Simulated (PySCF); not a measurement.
Si(Cl)2(F)(GeH3) (Cl2FGeH3Si), SMILES F[Si](Cl)(Cl)[GeH3]. Heavy atoms are numbered as in [F:1][Si:2]([Cl:3])([Cl:4])[GeH3:5]. Hydrogens are named by the atom that carries them.

The structure is a stationary point at B3LYP-D3(BJ)/def2-SVP. The structure was generated by enumeration, and PubChem lists no compound with its InChIKey, so it may never have been made.

All values below come from B3LYP/pcSseg-1 (PySCF).

GIAO shieldings, no solvent; atoms alike by connectivity are averaged. δ = σ(ref) − σ: ¹⁹F against CFCl3 (σ = 161.7 ppm); ²⁹Si against TMS (σ = 338.7 ppm); ³⁵Cl against HCl (σ = 933.3 ppm); ⁷³Ge against GeH4 (σ = 1631.8 ppm); ¹H against TMS (σ = 31.68 ppm), references at their B3LYP-D3(BJ)/def2-TZVP geometries, non-relativistic (without spin–orbit terms, shifts of atoms bonded to Cl or Br come out too high).

```
nucleus       atoms  count  δ (ppm)
-------  ----------  -----  -------
¹⁹F              F1      1   -106.8
²⁹Si            Si2      1     32.2
³⁵Cl            Cl3      2    165.5
⁷³Ge     Ge5 (GeH3)      1     13.3
¹H         H on Ge5      3     4.04
```
